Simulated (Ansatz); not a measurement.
F$_{3}$H$_{3}$OSiSn (`[F][Sn]([F])([F])[O][SiH3]`). Total charge 0; spin multiplicity 1. Correlated methods include outer-core shells of Sn, which these sets cover unevenly. Sn takes the def2 core potential.

Z-matrix (Å, degrees):
```
Sn
F 1 1.885
F 1 1.884 2 107.6
F 1 1.880 2 108.1 3 116.5
O 1 1.899 2 111.7 3 -122.9
Si 5 1.654 1 138.8 2 58.9
H 6 1.485 5 110.0 1 59.9
H 6 1.485 5 110.0 1 -60.5
H 6 1.481 5 106.7 1 179.7
```

Task: Give the diagnostics of a CCSD(T)/def2-TZVPP run (frozen core, the Gaussian-basis code of Ansatz). (Estimate.)

Result: Ansatz gave: T1 = 0.0147, largest single amplitude 0.036, largest double 0.020, (T) share of the correlation energy 3.0 %, 10 CCSD cycles. The RHF solution is stable towards an unrestricted one. T1 lies under the customary mark of 0.02 for closed shells.
